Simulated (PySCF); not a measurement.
C₁₀H₃F₅S, SMILES Fc1c(F)c(F)c(-c2cccs2)c(F)c1F (GFN2-xTB optimised geometry):

```
19

F     -2.154    -4.072     0.000
C     -1.471    -2.927     0.000
C     -2.133    -1.705     0.000
F     -3.468    -1.669     0.000
C     -1.417    -0.516     0.000
F     -2.136     0.613     0.000
C     -0.012    -0.473     0.000
C      0.735     0.765     0.000
C      0.259     2.058     0.000
C      1.276     3.024     0.000
C      2.522     2.474     0.000
S      2.482     0.769     0.000
C      0.619    -1.729     0.000
F      1.956    -1.811     0.000
C     -0.081    -2.927     0.000
F      0.587    -4.082     0.000
H     -0.780     2.322     0.000
H      1.089     4.082     0.000
H      3.468     2.979     0.000
```

Method: CAM-B3LYP/def2-SVP (PySCF).

Q: What are the frontier orbital energies and the dipole moment?

A: HOMO-2 -8.85 eV, HOMO-1 -8.78 eV, HOMO -7.73 eV, LUMO -0.71 eV, LUMO+1 0.47 eV; dipole moment 2.23 D.

Meta-Löwdin charges at CAM-B3LYP/def2-SVP: F1 -0.23, C2 0.23, C3 0.22, F4 -0.23, C5 0.25, F6 -0.24, C7 -0.04, C8 -0.13, C9 -0.12, C10 -0.13, C11 -0.23, S12 0.28, C13 0.24, F14 -0.24, C15 0.22, F16 -0.23, H17 0.13, H18 0.12, H19 0.13.
